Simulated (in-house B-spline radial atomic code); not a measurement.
A fraction x of an electron is removed from 4d in Tc³⁺, starting from [Kr] 4d4 and keeping the highest spin. Computed with a radial B-spline atomic code at the basis-set limit: scalar-relativistic (X2C) r2SCAN, spin-polarised, spherical fractional occupations, Fermi nucleus of rms radius 4.41117 fm.

```csv
x,E(x) - E(0) (eV),4d up level (eV)
0,0.0000,-36.731
0.06,2.2276,-37.524
0.21,8.0058,-39.523
0.29,11.2107,-40.600
0.39,15.3383,-41.955
0.5,20.0358,-43.457
0.6,24.4502,-44.833
0.7,29.0027,-46.219
0.77,32.2722,-47.195
0.92,39.5092,-49.302
1,43.4986,-50.434
```

The exact functional would give a straight line between the two integer points. Deviations E(x) - E(0) - x[E(1) - E(0)], in eV: -0.382 at x = 0.06, -1.129 at x = 0.21, -1.404 at x = 0.29, -1.626 at x = 0.39, -1.714 at x = 0.5, -1.649 at x = 0.6, -1.446 at x = 0.7, -1.222 at x = 0.77, -0.51 at x = 0.92.

The curve lies below the straight line by up to 1.714 eV (at x = 0.5): convex, the delocalisation error that favours fractional charges.

How well does Slater's transition state (minus the level at half occupation) give the ionisation energy?

It gives 43.457 eV against 43.499 eV from the two total energies; NIST lists 41.00 eV, ground level to ground level.
